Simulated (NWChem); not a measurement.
SiHBrF (SMILES F[SiH]Br): how far must the integration grid go?

SiHBrF has 4 atoms, charge 0, and is taken as a doublet. As SMILES, `F[SiH]Br`. The shape is that of a PBE0-D4/def2-TZVP optimisation.

```xyz
4

F    -1.0775   -0.2854    1.0783
Si   -0.2898   -0.2547   -0.3098
Br    1.8522   -0.6437    0.0737
H    -0.4294    1.1234   -0.8625
```

Program: NWChem 7.3.0. Method: UCAM-B3LYP/6-31G* (spherical functions). Swept: integration grid. Watched: the total energy. Each run: energy. Hardware: 1 thread of Intel Xeon Platinum 8488C (Sapphire Rapids), shared host.

Deviations are taken from the sweep's last point, which isn't the limit.

| integration grid | energy (Eh) | from the best (mEh) | wall time |
| --- | --- | --- | --- |
| xcoarse | -2963.915382 | -0.977 | 18 s |
| coarse | -2963.914424 | -0.020 | 19 s |
| medium | -2963.914404 | +0.001 | 21 s |
| fine | -2963.914405 | 0.000 | 24 s |
| xfine | -2963.914405 | 0.000 | 34 s |
| huge | -2963.914405 | 0.000 | 68 s |

Which is the coarsest setting good to 0.01 mEh?

medium: it is 0.001 mEh off and takes 21 s, against 68 s for huge.

Which is the coarsest setting good to 0.1 mEh?

coarse: it is 0.020 mEh off and takes 19 s, against 68 s for huge.
